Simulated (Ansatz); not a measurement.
Reaction (redistribution): `C[SiH2][Al]1[CH2][SiH2]1` + `BS[SiH2]C` → `BS[SiH2][SiH2]C` + `[CH3][Al]1[CH2][SiH2]1`

Computed with Ansatz on PBE0-D4/def2-TZVP structures; ΔE is electronic, products minus reactants. CBS: MP2 limit from def2 TZ/QZ plus the TZ coupled-cluster correction, frozen cores. Functionals use def2-TZVPP. B3LYP here is the variant with VWN-RPA as its local correlation; programs differ in this. One conformer a species, not always the lowest.

Question: Is it downhill or uphill in electronic energy at CCSD(T)/CBS, and by how much? (Best estimate.)

Answer: Computed: Uphill: ΔE = +2.1 kcal/mol.

Question: What do these levels give: PBE-D4, r2SCAN-D4, PBE0-D4, ωB97X-V, B2PLYP, r2SCAN, PBE0, B3LYP, SCS-MP2/def2-TZVPP, HF/def2-QZVPP, MP2/def2-QZVPP, CCSD/CBS(def2)? (Estimate.)

Answer: Computed: PBE-D4 1.7, r2SCAN-D4 2.0, PBE0-D4 2.0, ωB97X-V 1.9, B2PLYP 2.4, r2SCAN 2.3, PBE0 2.8, B3LYP 2.7, SCS-MP2/def2-TZVPP 2.5, HF/def2-QZVPP 4.1, MP2/def2-QZVPP 1.7, CCSD/CBS(def2) 2.3 kcal/mol.

Largest T1 diagnostic among the species: 0.014.

In def2-TZVPP, CCSD(T) changes the Hartree–Fock value by −1.5 kcal/mol (the triples alone add −0.2 kcal/mol) and MP2 by −2.1 kcal/mol. The D4 term adds −1.3 kcal/mol with B3LYP and −0.8 kcal/mol with PBE0; it sums over pairs of atoms, weighted by their polarisabilities, and B3LYP, whose exchange is more repulsive, gets the larger term.
